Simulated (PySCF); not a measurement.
C₂H₅Se, SMILES [CH2][Se]C, multiplicity 2.

Geometry optimised at B3LYP-D3(BJ)/def2-SVP. The isomer is the one that the SMILES or the coordinates give; other isomers of the formula were not compared.

Calculation: B3LYP-D3(BJ)/def2-SVP (PySCF 2.14.0).

Frequencies are harmonic and unscaled.

Computed vibrational spectrum:
```csv
mode,ν (cm⁻¹),IR (km/mol),moving atoms (share of kinetic energy)
1,128,0.4,H 96 %
2,183,7.2,H 92 %
3,240,1.2,"C 54 %, H 33 %, Se 13 %"
4,335,69.2,"H 81 %, C 19 %"
5,596,0.5,"C 71 %, Se 15 %, H 14 %"
6,702,1.9,"C 71 %, Se 15 %, H 14 %"
7,830,0.3,"H 86 %, C 14 %"
8,901,5.7,"H 86 %, C 13 %"
9,950,8.4,"H 78 %, C 21 %"
10,1292,8.1,"H 85 %, C 15 %"
11,1355,0.9,"H 89 %, C 11 %"
12,1437,7.8,H 95 %
13,1451,8.5,H 95 %
14,3050,15.3,H 98 %
15,3147,2.9,H 96 %
16,3162,3.6,"H 90 %, C 10 %"
17,3168,2.4,"H 90 %, C 10 %"
18,3287,0.1,"H 89 %, C 11 %"
```
